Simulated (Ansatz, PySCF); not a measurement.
GeH6SiTe, SMILES [SiH3][Te][GeH3]. Atoms are numbered in the order given.

```xyz
9

Te     0.4232    -0.2970     0.8014
Si    -0.0186    -2.1098    -0.8651
H      0.4890    -3.3781    -0.2654
H      0.6936    -1.8357    -2.1491
H     -1.4810    -2.2311    -1.1436
Ge    -0.6069     1.4670    -0.7512
H     -0.4961     2.8122    -0.0171
H      0.1704     1.5140    -2.0783
H     -2.0819     1.1263    -1.0272
```
Charge 0, spin multiplicity 1.

Geometry optimised at PBE0-D3(BJ)/def2-SVP. The structure was generated by enumeration, and PubChem lists no compound with its InChIKey, so it may never have been made. The def2 effective core potentials stand for the cores of Te; spin–orbit coupling is left out.

Two levels are set side by side: PBE-D3(BJ)/def2-SVP (Ansatz, an electronic-structure program) and PBE0-D3(BJ)/def2-SVP (Ansatz). Each level has its own optimised geometry; the coordinates shown are those of the second. Frequencies come from the Hessian of PySCF at each geometry. Differences are taken from unrounded values.

| quantity | PBE0-D3(BJ) | PBE-D3(BJ) | PBE-D3(BJ) minus PBE0-D3(BJ) |
|---|---|---|---|
| mean bond length (Å) | 1.770 | 1.784 | 0.014 |
| bond Te1–Si2 (Å) | 2.502 | 2.520 | 0.019 |
| bond Te1–Ge6 (Å) | 2.566 | 2.588 | 0.022 |
| bond Si2–H3 (Å) | 1.492 | 1.503 | 0.011 |
| bond Si2–H4 (Å) | 1.494 | 1.505 | 0.011 |
| bond Si2–H5 (Å) | 1.494 | 1.505 | 0.011 |
| bond Ge6–H7 (Å) | 1.537 | 1.549 | 0.013 |
| bond Ge6–H8 (Å) | 1.539 | 1.551 | 0.013 |
| bond Ge6–H9 (Å) | 1.539 | 1.551 | 0.013 |
| highest harmonic wavenumber (cm⁻¹) | 2249 | 2179 | -70 |
| mean harmonic wavenumber (cm⁻¹) | 1021 | 983 | -37 |
| zero-point energy (kcal/mol) | 30.64 | 29.52 | -1.12 |

Exact exchange shortens and stiffens bonds; PBE has none. Differences between two approximate levels are no errors against the true value.
